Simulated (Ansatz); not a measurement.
CH2FNO2Si, SMILES `O=C1N[Si]1(O)F`, relaxed with RKS PBE-D4/def2-SVP in Ansatz from a rough embedded geometry. The force threshold is 0.03 eV/Å; the program also tests the step.

Charge 0, multiplicity 1.

Start:

```xyz
8

O     1.845    1.595    0.281
C     0.931    0.818    0.074
N     0.176    0.340   -0.911
Si   -0.067   -0.325    0.768
O    -1.757   -0.261    0.823
F     0.297   -1.916    0.511
H     0.686   -0.284   -1.524
H    -2.111    0.034   -0.022
```

Task: By how much does the energy fall, and how many steps does the optimiser take? (Estimate.)

Result: Computed: 46.34 kcal/mol, in 14 steps, 1 of them rejected.

Task: Which bonds change most? (An estimate is asked.)

Result: The calculation gave: C2–Si4 from 1.668 to 1.886 Å; N3–Si4 from 1.823 to 1.754 Å; C2–N3 from 1.330 to 1.397 Å; Si4–O5 from 1.692 to 1.659 Å.

Task: Give the relaxed structure. (Estimate.)

Result: The calculation gave: 
```xyz
8

O     1.791    1.756    0.220
C     1.018    0.840    0.102
N     0.561    0.053   -0.959
Si   -0.223   -0.522    0.501
O    -1.875   -0.521    0.655
F     0.185   -2.018    0.989
H     0.854    0.089   -1.949
H    -2.310    0.324    0.441
```
